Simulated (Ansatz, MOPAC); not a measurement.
Species: SnCl2, charge 0, multiplicity 1. SMILES: [Cl][Sn][Cl]

Atoms: Sn1, Cl2, Cl3. Bonds: Sn1-Cl2, Sn1-Cl3.

Bond lengths (Å) and angles (degrees) optimised at AM1 with MOPAC; PM6 with MOPAC; HF/STO-3G with Ansatz (a first-principles code); HF/3-21G with Ansatz; PBE/6-31G* with LANL2DZ past Ar with Ansatz; B3LYP/6-31G* with LANL2DZ past Ar with Ansatz, each started from the B3LYP-D3(BJ)/def2-TZVP structure (Ansatz) of the last column. A row stands for all coordinates that are equal there. 6-31G* holds six Cartesian d functions. No wavenumbers were computed at HF/STO-3G, PBE/6-31G* with LANL2DZ past Ar, so these may be saddle points.

```
coordinate     AM1    PM6  HF/STO-3G  HF/3-21G  PBE/6-31G* with LANL2DZ past Ar  B3LYP/6-31G* with LANL2DZ past Ar  B3LYP-D3(BJ)/def2-TZVP
-----------  -----  -----  ---------  --------  -------------------------------  ---------------------------------  ----------------------
Sn1-Cl2      2.356  2.340      2.326     2.459                            2.412                              2.401                   2.388
Cl2-Sn1-Cl3   99.6   98.2       93.7      98.1                             99.1                               98.9                    98.8
```

Mean signed difference of all 2 bond lengths from B3LYP-D3(BJ)/def2-TZVP: AM1 -0.032 Å, PM6 -0.048 Å, HF/STO-3G -0.062 Å, HF/3-21G 0.071 Å, PBE/6-31G* with LANL2DZ past Ar 0.024 Å, B3LYP/6-31G* with LANL2DZ past Ar 0.013 Å.
